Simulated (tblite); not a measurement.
Compound: C₄H₆F₃O₂ (doublet state).
SMILES with atom numbers: `[CH3:1][C:2]([OH:3])[CH2:4][O:5][C:6]([F:7])([F:8])[F:9]` (hydrogens: H10, H11, H12 on C1; H13 on O3; H14, H15 on C4)

The geometry is computed with GFN2-xTB (gas phase). This method treats the open shell by occupation alone, without spin polarisation.

(1) Give the optimised bond lengths and angles.

Answers

(1) 
```csv
bond,length (Å)
C1–C2,1.484
C2–O3,1.366
C2–C4,1.456
C4–O5,1.532
O5–C6,1.304
"C6–F7, C6–F9",1.351
C6–F8,1.333
"C1–H10, C1–H11, C1–H12",1.090
O3–H13,0.965
"C4–H14, C4–H15",1.091
```

Bonds in one row agree within 0.01 Å and their mean is given. A selection of angles:
```csv
angle,degrees
C2–C1–H10,110.8
C2–C1–H12,108.9
H10–C1–H11,108.0
H10–C1–H12,109.8
C1–C2–O3,115.9
C1–C2–C4,123.9
O3–C2–C4,119.6
C2–O3–H13,110.4
C2–C4–O5,113.8
C2–C4–H14,113.6
C2–C4–H15,112.4
O5–C4–H14,98.6
O5–C4–H15,106.6
H14–C4–H15,110.9
C4–O5–C6,116.9
O5–C6–F7,114.2
O5–C6–F8,110.1
O5–C6–F9,114.6
F7–C6–F8,106.6
F7–C6–F9,104.5
```

Dihedral angles: C1–C2–C4–O5 -102° (anticlinal); C2–C4–O5–C6 77° (synclinal); C4–O5–C6–F7 52° (synclinal); H13–O3–C2–C1 168° (antiperiplanar). The mirror-image conformer, all signs reversed, is as good.

O5 (oxygen bonded to 2 C) is bent (angle 116.9°). The C–C distances run from 1.456 Å (C2–C4, drawn single) to 1.484 Å (C1–C2, drawn single), a spread of 0.028 Å. The C–O distances run from 1.304 Å (O5–C6, drawn single) to 1.532 Å (C4–O5, drawn single), a spread of 0.228 Å. C2 (carbon bonded to 2 C and O) is planar (angles 123.9°, 119.6° and 115.9°, sum 359.4°, 0.06 Å off the plane of its three neighbours). Of the pairs four or more bonds apart, F7···H15 is among the closest relative to their van der Waals radii: 2.40 Å, 90 % of the sum of Bondi's values.

Point group: C1 (no symmetry element, even within 0.4 Å). Its GFN2-xTB frequencies are all real (lowest 18 cm⁻¹). Torsions: C1–C2–O3–H 168°, C1–C2–C4–O5 -102°, C2–C4–O5–C6 77°. 3 starts were optimised and ended at 0.00, 1.05 and 1.43 kcal/mol (GFN2-xTB); the lowest of these is shown.

The run took 1.1 s wall on an Intel Xeon Platinum 8259CL at 2.50 GHz with one thread, on a shared host. These figures are those of the optimisation.
